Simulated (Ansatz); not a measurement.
Start from `CNB(O)F` and change one atom or group to get `COB(O)F`.

Ansatz, PBE0-D4/def2-TZVP geometries, multiplicity 1. Each molecule was computed in one conformer, which needn't be the lowest.

| property | `CNB(O)F` |
| --- | --- |
| size of the dipole moment (B3LYP/def2-TZVPP) / D | 3.55 |
| HOMO–LUMO gap (ωB97M-V/def2-TZVPP) / eV | 11.50 |
| HOMO–LUMO gap (B3LYP/def2-TZVPP) / eV | 7.24 |
| size of the dipole moment (ωB97M-V/def2-TZVPP) / D | 3.52 |
| HOMO energy (PBE0/def2-TZVPP) / eV | -7.40 |
| HOMO–LUMO gap (PBE0/def2-TZVPP) / eV | 7.84 |

Task: What does the change do to each property? (Estimate.)

Result: The calculation gave: 
| property | `COB(O)F` | shift |
| --- | --- | --- |
| size of the dipole moment (B3LYP/def2-TZVPP) / D | 1.75 | -1.80 |
| HOMO–LUMO gap (ωB97M-V/def2-TZVPP) / eV | 13.21 | 1.71 |
| HOMO–LUMO gap (B3LYP/def2-TZVPP) / eV | 8.85 | 1.61 |
| size of the dipole moment (ωB97M-V/def2-TZVPP) / D | 1.74 | -1.78 |
| HOMO energy (PBE0/def2-TZVPP) / eV | -8.81 | -1.41 |
| HOMO–LUMO gap (PBE0/def2-TZVPP) / eV | 9.48 | 1.64 |

With PBE0 the HOMO falls by 1.41 eV and the LUMO rises by 0.23 eV, so the gap widens by about 1.64 eV. PBE moves the HOMO by -1.24 eV and ωB97M-V by -1.48 eV. Dipoles are sizes alone; their direction can turn.

Positive LUMOs are unbound, so they and the gaps depend on the basis.

B3LYP here is the variant with VWN-RPA as its local correlation; programs differ in this.
